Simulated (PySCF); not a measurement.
[TcCl4]+: multiplets, ligand field and magnetism

[TcCl4]+ holds Tc(V), d2, at total charge +1. The structure is a model geometry with rigid ligands and bond lengths from ionic radii, not a minimum; coordination tetrahedral, point group Td, metal–donor distances 2.19 Å.

The d shell alone is too small an active space for [TcCl4]+ (an active orbital has only 0.54 squared overlap with the free ion's shell): its levels, fitted parameters, g values and moments show what this model gives and aren't sound predictions.

```
5

Tc    0.0000    0.0000    0.0000
Cl    1.2644    1.2644    1.2644
Cl   -1.2644   -1.2644    1.2644
Cl   -1.2644    1.2644   -1.2644
Cl    1.2644   -1.2644   -1.2644
```

Method (PySCF 2.14, density fitting): CASSCF(2,5) with orbitals averaged over all microstates of the shell, strongly contracted NEVPT2 on the averaged canonical orbitals; basis x2c-TZVPall on the metal, x2c-SVPall elsewhere; spin-free X2C; gas phase; spin-orbit coupling by state interaction with the mean-field operator over all roots.

## Spin-free states

| 2S+1 | deg. | symmetry | free-ion term | CASSCF / cm⁻¹ | NEVPT2 / cm⁻¹ | f(ED) |
| --- | --- | --- | --- | --- | --- | --- |
| 3 | 1 | 3A2 | 3F 1.00 | 0 | 0 | – |
| 1 | 2 | 1E | 1D 0.66 | 8182 | 6906 | – |
| 1 | 1 | 1A1 | 1G 0.82 | 14791 | 12266 | – |
| 3 | 3 | 3T2 | 3F 1.00 | 13098 | 13766 | 0 |
| 3 | 3 | 3T1 | 3P 0.51 | 17498 | 16843 | 3.3e-02 |
| 1 | 3 | 1T2 | 1D 0.70 | 21647 | 19627 | – |
| 1 | 3 | 1T1 | 1G 1.00 | 22340 | 20279 | – |
| 3 | 3 | 3T1 | 3F 0.51 | 29253 | 27149 | 5.7e-03 |
| 1 | 2 | 1E | 1G 0.66 | 33020 | 30515 | – |
| 1 | 3 | 1T2 | 1G 0.70 | 36293 | 32068 | – |
| 1 | 1 | 1A1 | 1S 0.82 | 46638 | 38131 | – |

Energies are counted from the ground state at NEVPT2 level. Weights follow the labels. f(ED) is the electric-dipole oscillator strength from the ground state at the fixed geometry, without vibronic coupling; occupations, where given, run over the ligand-field orbitals from the lowest.

## Ligand-field fit

```tsv
cm⁻¹	CASSCF
10Dq	13027
B	510
B, free ion	954
C	2021
C, free ion	3915
rms of the fit	869
```

| orbital | CASSCF / cm⁻¹ | metal share | main function |
| --- | --- | --- | --- |
| 1 | 0 | 0.76 | degenerate set |
| 2 | 0 | 0.76 | degenerate set |
| 3 | 13027 | 0.59 | degenerate set |
| 4 | 13027 | 0.59 | degenerate set |
| 5 | 13027 | 0.59 | degenerate set |

ζ = 592 cm⁻¹, against 1195 for the free ion.

Spin-orbit levels:

```csv
E / cm⁻¹,deg.,make-up
0.0,3,0.99 3A2
6812.2,2,0.98 1E
12194.4,1,0.97 1A1 + 0.03 3T1
13737.3,1,1.00 3T2
13775.1,3,0.98 3T2
13871.4,3,0.99 3T2
13894.2,2,0.96 3T2
16778.2,3,0.99 3T1
16850.0,2,0.97 3T1
17088.5,3,0.99 3T1
17311.2,1,0.96 3T1 + 0.03 1A1
19654.4,3,0.98 1T2
20358.6,3,0.99 1T1
27053.2,1,0.99 3T1
27202.5,3,0.99 3T1
27409.5,2,0.99 3T1
```

Only the lowest levels are listed: 36 of 45 states.

Magnetism:

The ground multiplet follows a spin Hamiltonian with S = 1, g = 1.890, 1.890, 1.890, D = 0 (spin-orbit part alone); the lowest levels hold 99 % of the spin-free ground state. μeff is 2.69 μB at 300 K and 2.67 μB at 10 K; the spin-only value is 2.83 μB.

```csv
T / K,χT / cm³ K mol⁻¹,μeff / μB
2,0.893,2.67
5,0.893,2.67
10,0.894,2.67
20,0.894,2.67
30,0.895,2.67
50,0.895,2.68
75,0.896,2.68
100,0.898,2.68
150,0.900,2.68
200,0.902,2.69
250,0.904,2.69
300,0.906,2.69
```

Powder magnetisation at 2 K: 0.39 μB at 0.5 T, 0.75 μB at 1 T, 1.28 μB at 2 T, 1.58 μB at 3 T, 1.81 μB at 5 T, 1.87 μB at 7 T.

The geometry is a model, and the complex may not exist in this form. Charge-transfer states lie outside this active space and may come lower than some of these levels. NEVPT2 on the d shell alone tends to put d–d bands too high for such charged or covalently bound ions.

The job took 13 s on one thread of Arm Neoverse V1 (shared host), with 135 basis functions, launched as `OMP_NUM_THREADS=1 python lf_run.py task.json out`.
